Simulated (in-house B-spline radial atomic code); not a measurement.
Inner levels of neodymium as electrons are removed. A shift is the extra binding of the orbital against the neutral atom ([Xe] 4f4 6s2). The density at the nucleus is averaged over the nuclear charge. Computed with a B-spline radial code for spherical atoms: Dirac-Hartree-Fock, average of the configuration, finite nuclei.

| ion | configuration | shift of 1s1/2 (eV) | radius of 1s1/2 (bohr) | Σ<r²> (bohr²) | change of density at nucleus (bohr⁻³) |
| --- | --- | --- | --- | --- | --- |
| Nd51+ | [He] 2s2 2p5 | 4078.38 | 0.023584 | 0.069033 | -10006.8 |
| Nd52+ | [He] 2s2 2p4 | 4446.78 | 0.023567 | 0.059243 | -9413.8 |
| Nd53+ | [He] 2s2 2p3 | 4819.81 | 0.02355 | 0.049753 | -8816.72 |
| Nd54+ | [He] 2s2 2p2 | 5197.47 | 0.023532 | 0.040551 | -8215.79 |
| Nd55+ | [He] 2s2 2p1 | 5579.74 | 0.023514 | 0.031627 | -7611.2 |
| Nd56+ | [He] 2s2 | 5966.63 | 0.023495 | 0.022971 | -7003.23 |
| Nd57+ | [He] 2s1 | 6311.29 | 0.023493 | 0.012125 | -32371.8 |
| Nd58+ | 1s2 | 6659 | 0.023482 | 0.001498 | -58319.1 |
| Nd59+ | 1s1 | 7756.06 | 0.023321 | 0.0007382 | -240829 |
